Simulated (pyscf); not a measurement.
PySCF, gas phase, ωB97X-D3(BJ)/def2-SVP geometries. MP2 and CC: frozen core, UHF for open shells. ΔMP2 is the change of the MP2 total energy from the triple- to the quadruple-zeta basis.

SMILES: P=[SiH][GaH2]
```xyz
7

P      1.2370    -0.7784    -0.4275
Si    -0.6402    -1.3445    -1.0812
Ga    -2.1108     0.4028    -1.7338
H      1.6710    -2.1173    -0.1813
H     -1.0512    -2.7788    -1.1391
H     -3.5639     0.1184    -2.2464
H     -1.5614     1.8641    -1.6287
```
Charge 0, spin multiplicity 1.

**Question.** What is the homolytic dissociation enthalpy (298 K, CCSD(T)/def2-TZVPP + ΔMP2(QZVPP)) of the Ga–Si bond of HP=SiH–GaH₂ (SMILES P=[SiH][GaH2]), to [HSi=PH]• + GaH₂•?

**Answer.** Ga–Si to [HSi=PH]• + GaH₂•: 293.1 kJ/mol. The radicals are drawn with the spin at the cut bond; how far it spreads was not checked. HP=SiH–GaH₂ lies 68.6 kJ/mol over its isomer H₂P–SiH₂–Ga [singlet], and others may lie lower still (electronic energy, ωB97M-D3(BJ)). [HSi=PH]• lies 21.9 kJ/mol over its isomer H₂Si=P•, and others may lie lower still (electronic energy, ωB97M-D3(BJ)). The CCSD(T) − MP2 part came from Ansatz, without density fitting, on the same reference. An open-shell T1 diagnostic exceeds 0.045. A UHF reference is spin-contaminated (<S²> up to 1.15), which harms MP2 most. The frozen core leaves the outer d or s,p core shells of the metals and heavy elements correlated in the MP2 and CC values, and def2-TZVPP describes them poorly, which can shift differences by a few kcal/mol. Elements up to Kr have no core potential and no relativistic terms here.
